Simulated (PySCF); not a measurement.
Species: C2H5NSi.
Bonds: N1–C2 (triple), C2–C3, C3–Si4. Hydrogens: H5, H6 on C3; H7, H8, H9 on Si4.

Computed by this run: PySCF 2.14.0, PBE0-D3(BJ)/def2-SVP geometry optimisation, gas phase; density fitting, grid level 1; the optimiser is geomeTRIC in internal coordinates, started from a GFN2-xTB structure with every atom displaced at random (about 0.01 Å).

Step 0: E = -11509.4495 eV
```
atom  x, y, z in Å  |  force x, y, z in eV/Å
N1     -1.3160    1.6333    1.1855   -1.824   4.991   2.364
C2     -0.9639    0.6750    0.7287    1.395  -4.037  -1.935
C3     -0.4738   -0.5286    0.1525    1.393   0.004  -0.541
Si4     1.4048   -0.2949   -0.4090   -1.498  -0.300   0.820
H5     -1.0827   -0.8027   -0.7070   -0.193  -0.194  -0.359
H6     -0.5341   -1.3184    0.8946    0.026  -0.530   0.273
H7      1.4411    0.7660   -1.3962    0.102   0.577  -0.533
H8      1.7996   -1.5742   -0.9795    0.349  -0.580  -0.292
H9      2.1798    0.0426    0.7966    0.250   0.071   0.202
```

Step 1: E = -11509.6308 eV
```
atom  x, y, z in Å  |  force x, y, z in eV/Å
N1     -1.4415    1.6829    1.1924    0.224  -0.439  -0.184
C2     -1.0015    0.7014    0.7516   -0.161   0.493   0.201
C3     -0.4380   -0.5048    0.1865   -0.054  -0.166  -0.318
Si4     1.3647   -0.3168   -0.4340    0.066   0.031   0.361
H5     -1.0448   -0.8027   -0.6849   -0.111  -0.043   0.048
H6     -0.5063   -1.3269    0.9253    0.122   0.120  -0.134
H7      1.5172    0.7971   -1.4149   -0.151  -0.063  -0.007
H8      1.8271   -1.6070   -1.0274   -0.126   0.014  -0.036
H9      2.1780   -0.0250    0.7714    0.193   0.054   0.070
```

Task: Estimate the geometry and energy of step 2. (The exact step hangs on the optimiser's Hessian estimate; all steps are aligned on step 1, rigid shifts and turns removed.)

Result: E = -11509.6562 eV, largest force 0.188 eV/Å
```
atom  x, y, z in Å  |  force x, y, z in eV/Å
N1     -1.4201    1.6813    1.1868    0.062  -0.078  -0.036
C2     -0.9943    0.7005    0.7396   -0.060   0.097   0.072
C3     -0.4403   -0.5080    0.1682   -0.068  -0.042  -0.143
Si4     1.3674   -0.3131   -0.4062    0.101   0.038   0.154
H5     -1.0550   -0.8105   -0.6974    0.021  -0.002   0.029
H6     -0.4943   -1.3275    0.9028    0.009   0.003   0.021
H7      1.4741    0.7928   -1.3975   -0.030  -0.008  -0.031
H8      1.7992   -1.6051   -1.0136   -0.023  -0.007  -0.026
H9      2.2181   -0.0122    0.7833   -0.013  -0.001  -0.041
```

The energy changes by -0.0254 eV. The first-order estimate −F·Δx gives -0.0436 eV and the mean of the old and new forces, exact on a quadratic surface, -0.0253 eV. The step makes an angle of 61° with the force vector and moves no atom by more than 0.047 Å.

The cost below is that of the whole optimisation. Time: 9.3 s of wall time; peak memory 0.35 GiB. Hardware: one thread, Arm Neoverse V2 (aarch64), no GPU, shared host.
